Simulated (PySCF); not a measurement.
CH4Al, SMILES [CH3][AlH], multiplicity 2.

Geometry optimised at ωB97X-D3(BJ)/def2-TZVP. The multiplicity is an assumed one; other spin states were not compared. The isomer is the one that the SMILES or the coordinates give; other isomers of the formula were not compared.

Computed with IEF-PCM-B3LYP/def2-SVP (PySCF 2.14.0).

The values are the electrostatic part of the solvation free energy, E(continuum) − E(gas) at the gas-phase geometry, in a cavity of scaled van der Waals radii (PySCF's table); cavitation and dispersion terms are not included. A continuum can't describe solvent molecules that bind to the metal. The dipole moment in vacuum is 0.68 D.

| solvent | ε | ΔG(elec) (kcal/mol) | dipole (D) |
|---|---|---|---|
| water | 78.36 | -2.8 | 0.99 |
| 2-propanol | 19.26 | -2.6 | 0.96 |
| dichloromethane | 8.93 | -2.3 | 0.93 |
